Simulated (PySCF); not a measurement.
## Distorted geometries of [Ce(S2)]+

[Ce(S2)]+ (singlet in the valence; each metal's 4f electrons, 1 of them, lie in its core potential, out of spins and levels). PySCF 2.14.0, RKS TPSS, Ce lcecp-1-SVP with ECP47, S def2-SVP; non-relativistic Hamiltonian with scalar-relativistic core potentials where named; density fitting; no spin-orbit coupling. Relaxed geometry:

```xyz
3

Ce    0.0000    0.0000   -0.6283
S     1.0797    0.0000    1.6917
S    -1.0797    0.0000    1.6917
```

Question: Order these distorted geometries by energy above the relaxed one, lowest first.
A.
```xyz
3

Ce   -0.0833   -0.0265   -0.7226
S     1.1258    0.0827    1.7135
S    -1.0425   -0.0562    1.7642
```
B.
```xyz
3

Ce    0.1159    0.0712   -0.6236
S     1.0674   -0.1767    1.7326
S    -1.1832    0.1055    1.6462
```
C.
```xyz
3

Ce    0.0746    0.2347   -0.7227
S     1.0086   -0.1453    1.8450
S    -1.0832   -0.0894    1.6329
```

Answer: B (0.07 eV), A (0.19 eV), C (0.24 eV).

Question: Which forces (eV/Å) act in the one that lies 0.24 eV up?

Answer: 
```
Ce   0.17 -0.33  2.25
S    0.10  0.20 -1.43
S   -0.28  0.13 -0.82
```
Forces carry noise of the integration grid, about 0.01 to 0.03 eV/Å.

No frequency check is given that shows the relaxed geometry to be a minimum. An lcecp potential fixes the number of 4f electrons, so in runs with it no electron can move into or out of that shell.
